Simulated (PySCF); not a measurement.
PySCF job for TiH4, SMILES [TiH4], multiplicity 1, PBE-D3(BJ)/def2-TZVPD. Geometry optimised at PBE-D3(BJ)/def2-TZVPD. The multiplicity is an assumed one; other spin states were not compared.

```python
import numpy as np
from pyscf import gto, scf, dft, df
from pyscf.hessian import thermo

mol = gto.M(
    atom='''
    Ti    0.00000000   -0.00000000    0.00000000
    H     0.98726437    0.98726437    0.98726437
    H    -0.98726437    0.98726437   -0.98726437
    H    -0.98726438   -0.98726437    0.98726437
    H     0.98726437   -0.98726437   -0.98726437
    ''',
    basis='def2-TZVPD',
    charge=0,
    spin=0,
    max_memory=1600,
    verbose=3,
)
mf = dft.RKS(mol, xc='pbe').density_fit(auxbasis='def2-universal-jkfit')
mf.disp = 'd3bj'
mf.grids.level = 3
mf.conv_tol = 1e-11
mf.max_cycle = 100
mf.kernel()

# [left out here: the lines that compute and print the analytic Hessian (its translational invariance restored by hand, since the grid's response is missing), thermochemistry and intensities]
```

It prints:

```
converged SCF energy = -851.512307605139

WARN: DFTD3 does not support analytical Hessian, using finite difference


WARN: Mole.unit (angstrom) is changed to Bohr

Mode                                 0                   1                   2
Irrep
Freq [cm^-1]                      515.6662            515.6662            515.6662
Reduced mass [au]                   1.0585              1.0585              1.0585
Force const [Dyne/A]                0.1658              0.1658              0.1658
Char temp [K]                     741.9288            741.9289            741.9289
Normal mode                   x     y     z       x     y     z       x     y     z
       0  Ti                 0.02  0.01  0.02   -0.00 -0.03  0.01    0.02 -0.01 -0.02
       1   H                -0.08  0.17 -0.01   -0.09  0.43 -0.37   -0.47  0.14  0.32
       2   H                -0.21 -0.40 -0.14    0.30  0.24  0.02   -0.33  0.12  0.46
       3   H                -0.34 -0.09 -0.46   -0.28  0.24  0.02   -0.20  0.41  0.17
       4   H                -0.47 -0.14 -0.33    0.10  0.44 -0.36   -0.05 -0.16  0.02
Mode                                 3                   4                   5
Irrep
Freq [cm^-1]                      575.6436            575.6436           1682.4321
Reduced mass [au]                   1.0080              1.0080              1.0374
Force const [Dyne/A]                0.1968              0.1968              1.7301
Char temp [K]                     828.2230            828.2230           2420.6452
Normal mode                   x     y     z       x     y     z       x     y     z
       0  Ti                 0.00  0.00 -0.00   -0.00  0.00 -0.00   -0.02 -0.01 -0.01
       1   H                 0.40 -0.25 -0.15   -0.06 -0.32  0.38    0.48  0.47  0.47
       2   H                -0.40 -0.25  0.15    0.06 -0.32 -0.38    0.25 -0.23  0.24
       3   H                -0.40  0.25 -0.15    0.06  0.32  0.38    0.19  0.19 -0.18
       4   H                 0.40  0.25  0.15   -0.06  0.32 -0.38   -0.04  0.05  0.05
Mode                                 6                   7                   8
Irrep
Freq [cm^-1]                     1682.4321           1682.4322           1725.8190
Reduced mass [au]                   1.0374              1.0374              1.0080
Force const [Dyne/A]                1.7301              1.7301              1.7689
Char temp [K]                    2420.6452           2420.6453           2483.0694
Normal mode                   x     y     z       x     y     z       x     y     z
       0  Ti                -0.00 -0.02  0.02   -0.02  0.01  0.01    0.00 -0.00 -0.00
       1   H                 0.03  0.04  0.02   -0.11 -0.12 -0.12   -0.29 -0.29 -0.29
       2   H                -0.38  0.39 -0.39    0.18 -0.18  0.17    0.29 -0.29  0.29
       3   H                 0.40  0.41 -0.41    0.20  0.19 -0.20    0.29  0.29 -0.29
       4   H                -0.01  0.02  0.01    0.49 -0.49 -0.49   -0.29  0.29  0.29
temperature 298.1500 [K]
pressure 101325.00 [Pa]
Rotational constants [GHz] 64.29834 64.29834 64.29834
Symmetry number 12
Zero-point energy (ZPE) 0.02158 [Eh]   56651.561 [J/mol]
                           tot       elec      trans        rot        vib
Entropy [J/mol/K]       223.575      0.000    158.000     53.575     11.999
Cv [J/mol/K]             49.897      0.000     12.472     12.472     24.954
Cp [J/mol/K]             58.212      0.000     20.786     12.472     24.954
Internal energy [J/mol]                      3718.434   3718.434  59263.451
Internal energy [Eh]   -851.48690  -851.51231
Enthalpy [J/mol]                             6197.391   3718.434  59263.451
Enthalpy [Eh]          -851.48596
Gibbs free energy [J/mol]                  -40910.387 -12255.018  55685.805
Gibbs free energy [Eh] -851.51135
mode   freq/cm-1   IR/(km/mol)
   1      515.67       157.757
   2      515.67       157.757
   3      515.67       157.757
   4      575.64         0.000
   5      575.64         0.000
   6     1682.43       334.486
   7     1682.43       334.486
   8     1682.43       334.486
   9     1725.82         0.000
max |gradient| / (hartree/bohr): 1.2810129475123796e-05
APT charges: [ 1.304 -0.326 -0.326 -0.326 -0.326]
```

The calculation finished and met its thresholds.
